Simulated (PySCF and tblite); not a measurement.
Results of a calculation; reference values are marked as such.
## Pyramidal inversion: stationary points, barriers and rates

System: C4H11NSi, numbered as in [CH2:1]1[CH2:2][SiH2:3][CH2:4][CH2:5][NH:6]1.

Motion: pyramidal inversion at N6. Geometries: GFN2-xTB; energies: PBE0/pcSseg-1 + D3(BJ); zero-point and thermal terms from GFN2-xTB harmonic modes (soft modes blended into free rotors). Rates follow Eyring's equation with the number of equivalent paths and no tunnelling. (PySCF 2.14 with density fitting, tblite 0.8.)

| point | symmetry | E(GFN2) kcal/mol | E(DFT) kcal/mol | ZPE change kcal/mol | lowest mode cm⁻¹ | dipole D |
| --- | --- | --- | --- | --- | --- | --- |
| start | Cs | 0.0 | 0.0 | 0.00 | 134 | 0.78 |
| saddle | Cs | 6.3 | 3.5 | -1.17 | 657i | 1.22 |
| end | Cs | 2.0 | -0.7 | -0.20 | 130 | 1.16 |

```json
{
 "Electronic barrier": "3.5 kcal/mol",
 "Barrier with zero-point energy": "2.3 kcal/mol",
 "ΔH‡ (298 K)": "2.3 kcal/mol",
 "ΔS‡ (298 K, symmetry apart)": "0.0 cal/(mol K)",
 "Paths": "1 equivalent path",
 "End point": "a different minimum",
 "Mean lifetime of the start against this motion at 298 K": "7.9 ps",
 "Cost": "59 s on 1 thread of INTEL XEON PLATINUM 8581C @ 2.10GHz, shared host (rough), peak memory 0.79 GiB, launched as `OMP_NUM_THREADS=1 python ens_run.py task.json out`"
}
```

```tsv
T/K	ΔG‡ kcal/mol	k s⁻¹	ΔG kcal/mol	k back s⁻¹
200	2.3	1.2×10¹⁰	-0.9	1.4×10⁹
250	2.3	5×10¹⁰	-0.9	8.6×10⁹
298	2.3	1.3×10¹¹	-0.9	2.9×10¹⁰
350	2.3	2.6×10¹¹	-0.9	7.3×10¹⁰
400	2.3	4.4×10¹¹	-0.9	1.5×10¹¹
500	2.4	9.6×10¹¹	-0.9	3.9×10¹¹
```

ΔG and ΔG‡ leave out symmetry numbers and mirror images; rates count paths: 1 out, 1 back.
